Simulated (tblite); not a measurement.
Isomers of C5H6N2PSi (doublet state). All values are computed: GFN2-xTB (tblite) harmonic vibrations without scaling, gas phase. Against measured fundamentals such values can be off by several per cent, at times by over 20. Modes of hydrogen on phosphorus and silicon can be 10 to 20 % off. One conformer each. Open shells enter through the occupations alone, without spin polarisation, and single modes of such species can be off by tens of per cent.

Electronic energies: GFN2-xTB at the same geometries; isomer energies are rough at this level and their order can be wrong.

| SMILES | electronic energy, lowest = 0 (kcal/mol) |
| --- | --- |
| C#Cc1nccn1[SiH]P | 6.8 |
| C#Cc1nccn1[SiH2][PH] | 0.0 |
| C#Cc1n[c]cn1[SiH2]P | 42.3 |

Task: How do GFN2-xTB zero-point energies change the relative energies?

Result: 
```json
{"SMILES": "C#Cc1nccn1[SiH2][PH]", "ZPE (kcal/mol)": "57.8", "of it from modes above 1550 cm⁻¹": "26.8", "electronic (kcal/mol)": "0.0", "with ZPE, lowest = 0 (kcal/mol)": "0.0", "lowest mode (cm⁻¹)": "26", "rings": "1"}
{"SMILES": "C#Cc1nccn1[SiH]P", "ZPE (kcal/mol)": "58.7", "of it from modes above 1550 cm⁻¹": "26.9", "electronic (kcal/mol)": "6.8", "with ZPE, lowest = 0 (kcal/mol)": "7.6", "lowest mode (cm⁻¹)": "24", "rings": "1"}
{"SMILES": "C#Cc1n[c]cn1[SiH2]P", "ZPE (kcal/mol)": "56.1", "of it from modes above 1550 cm⁻¹": "25.7", "electronic (kcal/mol)": "42.3", "with ZPE, lowest = 0 (kcal/mol)": "40.6", "lowest mode (cm⁻¹)": "30", "rings": "1"}
```

The zero-point energies span 2.6 kcal/mol, from `C#Cc1n[c]cn1[SiH2]P` to `C#Cc1nccn1[SiH]P`. The order is unchanged.
